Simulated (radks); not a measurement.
Results of a calculation; reference values are marked as such.
All-electron atom: S in [He] 2s2 2p5 3s2 3p5 (not the ground configuration). Level of theory: Dirac Kohn-Sham, PBEsol, spin-unpolarised, spherical densities, finite nucleus; open shells are shared between the two j in proportion to 2j + 1; Fermi nuclear charge, rms radius 3.2611 fm (a radial shooting solver on a logarithmic mesh with Libxc functionals).

Spin-orbit splittings of the eigenvalues, e(l+1/2) - e(l-1/2), with zeta = 2 splitting/(2l+1) and mean radii in bohr:

| shell | occ. | splitting (eV) | zeta (eV) | <r> j=l-1/2 | <r> j=l+1/2 |
|---|---|---|---|---|---|
| 2p | 5 | ? | ? | 0.4266 | 0.4287 |
| 3p | 5 | 0.1065 | 0.07102 | 1.871 | 1.880 |

Estimate the 2p splitting.

Answer. 1.345 eV (zeta = 0.8967 eV).
